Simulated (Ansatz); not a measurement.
This geometry of ClH8HfNO3Si (15 atoms, charge 0, multiplicity 1) is a first-order saddle point.

Level of theory: RHF/def2-SVP in Ansatz.

```xyz
15
Properties=species:S:1:pos:R:3
Hf 0.139 0.223 -0.242
Cl -1.279 0.754 2.316
O 1.610 -0.046 -1.460
H 2.201 -0.059 -2.189
O -1.075 1.460 -1.106
H -1.831 1.932 -1.401
N -0.542 -1.694 -0.004
H -1.297 -1.973 0.598
H -0.198 -2.504 -0.488
O 1.235 1.008 1.383
Si 2.755 1.435 1.914
H 3.634 0.247 1.935
H 3.330 2.453 1.010
H 2.635 1.990 3.279
H 0.143 1.003 2.109
```

Task: Which two structures does it join? (They come from a converged band through this point; their orientation in space is the band's.)

Result: Bonds broken: Hf1–Cl2, O10–H15. Bonds formed: Cl2–H15. ClH8HfNO3Si becomes ClH + H7HfNO3Si.

Image 0:

```xyz
15
Properties=species:S:1:pos:R:3
Hf -0.119 -0.140 0.298
Cl -0.881 -0.805 2.549
O 1.807 -0.328 -0.166
H 2.294 -0.773 -0.839
O -1.075 1.345 -0.485
H -1.440 2.115 -0.877
N -0.880 -1.666 -0.844
H -1.648 -1.570 -1.486
H -0.635 -2.640 -0.794
O 1.092 1.409 1.682
Si 2.738 1.812 1.526
H 3.608 0.685 1.884
H 2.976 2.322 0.171
H 2.942 2.901 2.510
H 0.682 1.561 2.525
```

Image 6:

```xyz
15
Properties=species:S:1:pos:R:3
Hf 0.389 0.155 -0.527
Cl -1.450 0.737 2.944
O 1.639 -0.247 -1.949
H 2.193 -0.328 -2.702
O -0.965 1.443 -1.043
H -1.675 2.022 -1.244
N -0.456 -1.637 0.019
H -1.225 -1.750 0.657
H -0.168 -2.549 -0.290
O 1.411 0.918 1.016
Si 2.703 1.491 1.848
H 3.728 0.436 2.025
H 3.322 2.634 1.136
H 2.263 1.952 3.188
H -0.247 0.951 2.574
```

Task: How far does it lie above each of them?

Result: 1.01 eV above the first and 0.36 eV above the second. This is the barrier of this one path; another mechanism may lie lower. The orbitals stay closed-shell, which can raise the energy where a bond breaks towards radicals; this wasn't checked here.

The run took 4.6 min on 4 threads of Arm Neoverse V2, on a shared host, peak memory 0.53 GiB.
